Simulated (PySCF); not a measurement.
**NMR parameters from quadrupole coupling constants**

C₅H₂F₃OS (charge -1).
Z-matrix (Å and degrees, GFN2-xTB geometry), rows numbered from 1:
```
F 
C   1  1.3622
F   2  1.3575  1  104.18
F   2  1.3573  1  104.21  3  -109.35
C   2  1.4626  1  111.87  3   125.32
C   5  1.4212  2  125.52  1    -0.15
C   6  1.3531  5  106.35  2  -179.98
O   7  1.3609  6  110.83  5     0.00
C   8  1.3644  7  107.99  6     0.00
S   9  1.6670  5  131.67  2    -0.03
H   6  1.0730  5  126.22  2     0.03
H   7  1.0723  6  132.38  5  -180.00
```

Computed at PBE0/pcSseg-1 (PySCF, non-relativistic):

```tsv
atom	environment	nucleus	spin I	Q (b)	CQ = χzz (MHz)	η
O8	furan-type oxygen	17O	5/2	-0.0256	-9.016	0.206
S10	thiolate sulfur	33S	3/2	-0.0678	-36.943	0.542
```

**Question.** Which field gradients stand behind these couplings (CQ in MHz = 234.96 × Q in b × Vzz in au)?

**Answer.** Vxx = −Vzz(1 − η)/2 and Vyy = −Vzz(1 + η)/2, in au:

```csv
atom,Vxx (au),Vyy (au),Vzz (au),Vzz (10²¹ V/m²)
O8,-0.595,-0.904,1.499,14.57
S10,-0.531,-1.788,2.319,22.53
```

**Question.** At 21.15 T, set νQ = 3|CQ|/[2I(2I − 1)] beside the Larmor frequency (|g| × 7.62259 MHz/T × B; g(17O) = −0.75752, g(33S) = 0.42921), and give PQ = |CQ|√(1 + η²/3).

**Answer.** 
| atom | PQ (MHz) | νQ (MHz) | ν0 (MHz) | νQ/ν0 |
| --- | --- | --- | --- | --- |
| O8 | 9.079 | 1.352 | 122.13 | 0.011 |
| S10 | 38.71 | 18.47 | 69.20 | 0.267 |

For O8: PQ = 9.016 × 1.0070, νQ = 9.016 × 0.1500, ν0 = 5.7742 MHz/T × 21.15 T.

**Question.** For half-integer spins with νQ below a tenth of ν0, find the second-order shift of the centre of gravity of the central transition at 21.15, 23.5 and 28.2 T.

**Answer.** δ = −(3/40)(PQ/ν0)² [I(I + 1) − 3/4]/[I²(2I − 1)²], in ppm:

| site | 21.15 T | 23.5 T | 28.2 T |
| --- | --- | --- | --- |
| 17O at O8 | -33.2 | -26.9 | -18.7 |

**Question.** Quadrupolar 1/T1 and linewidth for τc = 20 ps (extreme narrowing, isotropic tumbling)?

**Answer.** Rate = (3π²/10) PQ² τc (2I + 3)/[I²(2I − 1)], the same for T1 and T2; width = rate/π.

```csv
site,spin factor (2I + 3)/[I²(2I − 1)],1/T1 (s⁻¹),T1 (ms),linewidth (Hz)
17O at O8,0.320,1560,0.64,497
33S at S10,1.333,118000,0.00845,37700
```

The couplings are those of the rigid, isolated species; surroundings and motion change them. The pcSseg-1 basis has no diffuse functions, a weakness for an anion. GFN2-xTB bond lengths can be off by several hundredths of an ångström, more for odd bonds, and the gradients follow them. The small basis limits the accuracy of the gradients.

These values come from a run that also computed NMR shieldings. The run took 26 s wall (grids of density and orbitals included) on one thread of an Arm Neoverse V2, no GPU, shared host with 32 logical CPUs at a one-minute load of 8.9, and the process peaked at 0.83 GiB of memory.
